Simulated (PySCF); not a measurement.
## How methods differ on the interval between two levels of P³⁺

P³⁺ [Ne] 3s2 → P³⁺ [Ne] 3s1 3p1 [3P2, M_J = 2], as a difference of total energies. All numbers are calculated (PySCF 2.14, the two-component X2C-1e Hamiltonian, in x2c-TZVPall-2c). Correlated levels: [Ne] frozen; the 6 highest virtual spinors dropped. "Screened" scales the spin-orbit matrix elements by Boettger's factors to mimic the two-electron term; Breit and QED terms are absent.

```json
{"method": "GHF (spin-free)", "interval between two levels (cm⁻¹)": "57960"}
{"method": "GMP2 (spin-free)", "interval between two levels (cm⁻¹)": "64627"}
{"method": "GHF (screened spin-orbit)", "interval between two levels (cm⁻¹)": "58205"}
{"method": "GMP2 (screened spin-orbit)", "interval between two levels (cm⁻¹)": "64871"}
```

The labels give the starting determinants; with spin-orbit coupling the two ends relaxed to ⟨J²⟩ = 0.00, ⟨L²⟩ = 0.00, ⟨S²⟩ = 0.00 and ⟨J²⟩ = 6.00, ⟨L²⟩ = 2.00, ⟨S²⟩ = 2.00.
